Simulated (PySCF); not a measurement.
**Fractional electron number in Au⁺ (gold, charge +1)**

The 5d beta orbital of [Xe] 4f14 5d10 is emptied in steps (occupation f), with all orbitals relaxed, ending at [Xe] 4f14 5d9. All numbers are calculated (PySCF 2.14, scalar relativity through the core potential, in def2-TZVPPD with the def2 core potential (60 electrons)). The exact energy is a straight line in f; departures are measured from the line between the end points of the same method.

Q: Among UHF, LDA, PBE, PBE0, r2SCAN, LC-wPBE, BHandHLYP, wB97X, M06-2X, MN15, which shows the largest delocalisation error (convex curve), and which is closest to linear?

A: Most convex: LDA (-1.469 eV at f = 0.5); closest to linear: LC-wPBE (-0.243 eV).

| f | UHF (eV) | LDA (eV) | PBE (eV) | PBE0 (eV) | r2SCAN (eV) | LC-wPBE (eV) | BHandHLYP (eV) | wB97X (eV) | M06-2X (eV) | MN15 (eV) |
| --- | --- | --- | --- | --- | --- | --- | --- | --- | --- | --- |
| 1 | 0.000 | 0.000 | 0.000 | 0.000 | 0.000 | 0.000 | 0.000 | 0.000 | 0.000 | 0.000 |
| 0.75 | 0.332 | -1.092 | -1.062 | -0.722 | -0.989 | -0.179 | -0.383 | -0.244 | -0.406 | -0.599 |
| 0.5 | 0.426 | -1.469 | -1.425 | -0.970 | -1.324 | -0.243 | -0.519 | -0.334 | -0.548 | -0.803 |
| 0.25 | 0.308 | -1.111 | -1.075 | -0.731 | -0.996 | -0.185 | -0.395 | -0.256 | -0.416 | -0.605 |
| 0 | 0.000 | 0.000 | 0.000 | 0.000 | 0.000 | 0.000 | 0.000 | 0.000 | 0.000 | 0.000 |

```
   method  E(f=0) − E(f=1) (eV)  −ε at f=1 (eV)  −ε at f=0.5 (eV)
      UHF                18.984          20.824            18.921
      LDA                21.405          15.635            21.357
      PBE                20.989          15.372            20.952
     PBE0                20.782          16.960            20.758
   r2SCAN                20.748          15.505            20.729
  LC-wPBE                20.607          19.678            20.589
BHandHLYP                20.490          18.487            20.456
    wB97X                20.654          19.386            20.622
   M06-2X                20.898          18.764            20.870
     MN15                20.913          17.749            20.896
```

Reference removal energy between the ground levels: 20.203 ± 0.025 eV (measured; NIST Atomic Spectra Database, ionization energies). The calculation has no spin-orbit coupling. UHF lacks correlation.
